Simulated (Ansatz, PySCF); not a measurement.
This triplet lies 0.53 eV above the relaxed singlet at the level frozen-core CCSD(T)/cc-pVTZ // B3LYP-D3(BJ)/def2-TZVP (Ansatz, a quantum-chemistry and plane-wave program); other levels give the other order.

B3LYP has the VWN-RPA correlation part, as in Gaussian. 

## C₄H₄, SMILES `C1=CC=C1` (triplet; the order of the spin states depends on the level) (charge 0, multiplicity 3)

Calculation: B3LYP-D3(BJ)/def2-TZVP (PySCF).

highest occupied spin orbital: -5.16 eV
dipole moment: 0.00 D
total energy: -154.7370 Ha
cost: very roughly 80 core-seconds

```xyz
8

C     -0.2512    -0.9850     0.0033
C     -0.9849     0.2512     0.0057
C      0.2512     0.9850    -0.0033
C      0.9849    -0.2512    -0.0057
H     -0.5177    -2.0296     0.0068
H     -2.0296     0.5177     0.0117
H      0.5177     2.0296    -0.0068
H      2.0296    -0.5177    -0.0117
```
Charge 0, spin multiplicity 3.
